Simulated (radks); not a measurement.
Q: These are the eigenvalues of the occupied orbitals of an atom or ion with whole-number occupations (eV). Calculated with a radial shooting solver on a logarithmic mesh with Libxc functionals: Dirac Kohn-Sham, LDA (Slater exchange, Perdew-Wang correlation), spin-unpolarised, spherical densities, point nucleus.

orbital  eigenvalue
1s1/2     -5405.979
2s1/2     -658.0715
2p1/2     -564.4310
2p3/2     -557.3568
3s1/2     -122.8811
3p1/2      -96.9691
3p3/2      -96.0465
3d3/2      -55.5049

Which element is it, and in what charge state? The configuration may be excited. Open shells, if any, fill j = l - 1/2 first.

A: Z = 23, vanadium, charge +4: V4+ in [Ar] 3d1. The list shows which subshells hold electrons but not how many an open one holds; the 1s level, -198.67 hartree, gives Z - s = 19.9 by -(Z - s)^2/2, which with screening and relativity narrows Z to a few neighbours, and the depths of the outer levels then fix element, charge and occupations together.
